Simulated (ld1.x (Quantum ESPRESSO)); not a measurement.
# Which change was made? (Si, TM)

Si, norm-conserving Troullier–Martins (Kleinman–Bylander form), made with ld1.x (Quantum ESPRESSO) 7.5 (PBE, non-relativistic). Core [Ne], reference 3s2 3p2. Waves: 3s (bound): rc 1.25 bohr; 3p (bound): rc 1.95 bohr; 3d channel at 0.3 Ry: rc 2.10 bohr. Local part: all-electron potential smoothed inside 1.80 bohr (lloc = -2). Core correction: a·sin(br)/r model core, default radius (core density twice the valence density).

Cutoffs, loose and tight: the cutoffs (Ry, on a coarse ladder) from which the occupation-weighted sum of valence levels, in a spherical-Bessel basis at the reference potential, stays within 10 and 1 mRy of its value at 400 Ry. They do not see the model core or the augmentation charge, which bear on the density cutoff. Test errors are all-electron minus pseudo excitation energies from the reference, over the configurations 3s2 3p1; 3s2 3p0; 3s1 3p0; 3s2 3p2.3; 3s2 3p1.5; 3s1 3p3; 3s0 3p4; variants that change the core or the reference have their own tests.

The base gives: outcome: generated; cutoff, loose: 50 Ry; cutoff, tight: 110 Ry; bound ghosts: none; largest test error (meV): +97.

(1) After one change the result is: outcome: generated; cutoff, loose: 15 Ry; cutoff, tight: 40 Ry; bound ghosts: none; largest test error (meV): +63. Which change was it?
A. all radii but the core radius scaled by about 1.20 (s 1.50, p 2.34, d 2.52 bohr); local potential all-electron potential smoothed inside 2.16 bohr (lloc = -2)
B. all radii but the core radius scaled by about 0.87 (s 1.08, p 1.70, d 1.82 bohr); local potential all-electron potential smoothed inside 1.56 bohr (lloc = -2)
C. all radii but the core radius scaled by about 0.79 (s 0.98, p 1.54, d 1.66 bohr); local potential all-electron potential smoothed inside 1.42 bohr (lloc = -2)

Answers

(1) A. The others give: all radii but the core radius scaled by about 0.87 (s 1.08, p 1.70, d 1.82 bohr); local potential all-electron potential smoothed inside 1.56 bohr (lloc = -2) → outcome: generated; cutoff, loose: 110 Ry; cutoff, tight: 260 Ry; bound ghosts: none; largest test error (meV): +100 | all radii but the core radius scaled by about 0.79 (s 0.98, p 1.54, d 1.66 bohr); local potential all-electron potential smoothed inside 1.42 bohr (lloc = -2) → outcome: generated; cutoff, loose: 230 Ry; cutoff, tight: over 300 Ry; bound ghosts: s; largest test error (meV): +107.
